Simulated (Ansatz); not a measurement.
A basis-limit estimate, worked out

An elementary step of SiN₂H₇F, closed shell (SiN₂H₆ ([NH2][SiH2][NH2]) + HF → SiNH₄F ([NH2][SiH2][F]) + NH₃; bonds formed: Si1–F7, N2–H6; bonds broken: Si1–N2, H6–F7). “Start” is the structure reached by relaxing down from the saddle towards the reactants; PBE0-D4/def2-TZVP structures. The saddle:

```xyz
11
angstrom
Si -0.1028 -0.6364 0.2428
N 1.1432 0.2399 -0.8095
H -0.4519 -1.8098 -0.6275
H 0.6479 -1.2120 1.3770
N -1.5959 0.1541 0.3210
H 1.1208 1.0330 0.0527
F 0.5778 1.2356 1.1704
H 2.0293 -0.2362 -0.9269
H 0.7958 0.5505 -1.7080
H -1.7210 0.9659 0.9005
H -2.4434 -0.2845 0.0075
```

Ansatz 0.2.0; basis: def2-TZVPP and def2-QZVPP; cores frozen in the correlated methods.

Energies in eV:

| quantity | saddle | start |
| --- | --- | --- |
| Hartree–Fock, triple zeta (X = 3) | -13646.25425 | -13647.21774 |
| Hartree–Fock, quadruple zeta (X = 4) | -13646.78619 | -13647.75418 |
| MP2 correlation, X = 3 | -23.21968 | -22.87829 |
| MP2 correlation, X = 4 | -25.06560 | -24.71591 |
| CCSD(T) correlation, X = 3 | -24.85986 | -24.54282 |

Task: Work out the barrier at the basis limit: extrapolate Hartree–Fock as E(X) = E∞ + A exp(−7.88 √X) and the MP2 correlation as E(X) = E∞ + B X^−2.97 (the exponents that Neese and Valeev fitted for def2-TZVPP and QZVPP), then add CCSD(T) − MP2 in triple zeta.

Result: Each step is linear, so take the differences first (saddle − start): Hartree–Fock 0.96349 (X = 3) and 0.96799 (X = 4); MP2 correlation -0.34139 and -0.34969; CCSD(T) correlation -0.31704.
Two points give E∞ = E(4) + w [E(4) − E(3)], with w = 1/(exp(7.88 (2 − √3)) − 1) = 0.1377 for Hartree–Fock and w = 1/((4/3)^2.97 − 1) = 0.7407 for the correlation.
Hartree–Fock: 0.96799 + 0.1377 × 0.00450 = 0.9686 eV.
MP2 correlation: -0.34969 + 0.7407 × (-0.00830) = -0.3558 eV.
CCSD(T) − MP2: -0.31704 − (-0.34139) = 0.0244 eV.
Sum: 0.9686 + (-0.3558) + 0.0244 = 0.6372 eV, or 14.69 kcal/mol. Plain CCSD(T) in triple zeta gives 0.6464 eV, so the larger basis shifts the result by -0.0092 eV.

The T1 diagnostic stays at or below 0.012.

Steps of this kind, hydrogen fluoride cutting a network bond, underlie vapour etching and the fluorination step of atomic layer etching.

Labels in which every atom is bracketed show which atoms are joined, not bond orders.

For scale, one of the runs: CCSD(T)/def2-TZVPP, 233 basis functions, launched by `ansatz run in.yaml --threads 4 --pin off --events-out ev --progress --plain --max-ram 9574MiB`. Hardware: 4 CPU threads of an Arm Neoverse V1, shared host. Wall time 91 s; peak host memory 4.2 GiB.
